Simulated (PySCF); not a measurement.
PySCF 2.14 output of a UHF calculation on a single atom or ion in aug-cc-pV(Q+d)Z, with no relativity, point nucleus:

```
SCF conv_tol = 1e-09
number electrons alpha = 6  beta = 6
cycle= 1 E= -241.674356160192  delta_E= -4.04e-11  |g|= 1.17e-06  |ddm|= 4.54e-05
converged SCF energy = -241.674356160192  <S^2> = -1.7763568e-15  2S+1 = 1
```

The run itself started from symmetry-adapted Hartree-Fock orbitals and held the occupation by maximum overlap, so the iterations belong to that start.

Problem. Which element, charge and spin multiplicity is this?

Solution. Al+ (aluminium, charge +1), multiplicity 1; the state was [Ne] 3s2, closed-shell 1S.
